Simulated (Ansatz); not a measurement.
Born–Oppenheimer molecular dynamics of CH7NSi2 (11 atoms, charge 0, multiplicity 1). It starts at the highest image of a converged band, a first-order saddle point between two minima.

Theory: UKS B3LYP-D4/def2-SVP (Ansatz 0.2.0).

```
ensemble                      : NVE (velocity Verlet)
time step                     : 0.5 fs
steps asked                   : 200
starting velocities drawn for : 100 K
seed                          : 7306
```

First frame:

```xyz
11
Properties=species:S:1:pos:R:3
C -0.644 1.262 -0.209
N -0.601 -0.188 -0.214
Si 0.342 -1.238 1.546
Si 0.666 -1.229 -0.754
H -1.068 1.607 -1.170
H -1.311 1.629 0.589
H 0.340 1.751 -0.074
H -1.083 -0.699 1.178
H 1.236 -0.084 1.967
H 0.275 -2.334 -1.665
H 1.914 -0.533 -1.173
```

(1) How far do the bonds stretch over the last three quarters of this one trajectory? (Pairs bonded in most of those frames.)

## Answers

(1) 
| bond | mean (Å) | spread (Å) | shortest | longest |
| --- | --- | --- | --- | --- |
| C1–N2 | 1.459 | 0.076 | 1.34 | 1.61 |
| C1–H5 | 1.106 | 0.014 | 1.08 | 1.13 |
| C1–H6 | 1.105 | 0.007 | 1.09 | 1.12 |
| C1–H7 | 1.108 | 0.014 | 1.08 | 1.14 |
| N2–Si3 | 1.821 | 0.161 | 1.57 | 2.17 |
| N2–Si4 | 1.801 | 0.135 | 1.63 | 2.04 |
| Si3–Si4 | 2.283 | 0.036 | 2.21 | 2.34 |
| Si3–H8 | 1.517 | 0.040 | 1.44 | 1.61 |
| Si3–H9 | 1.519 | 0.034 | 1.47 | 1.59 |
| Si4–H10 | 1.502 | 0.010 | 1.48 | 1.53 |
| Si4–H11 | 1.510 | 0.020 | 1.48 | 1.56 |

Mean temperature of the second half: 968 K. The conserved energy stayed within 0.087 meV per atom of its start (net change 0.012 meV per atom), so the integration is sound. The system heated up, since it started high on the potential surface and ran downhill. A run of 0.1 ps of so small a system gives no equilibrium averages. The orbitals stay closed-shell, which can raise the energy where a bond breaks towards radicals; this wasn't checked here.

The run took 11 min on 2 threads of Arm Neoverse V1 (shared host), peak memory 0.28 GiB.
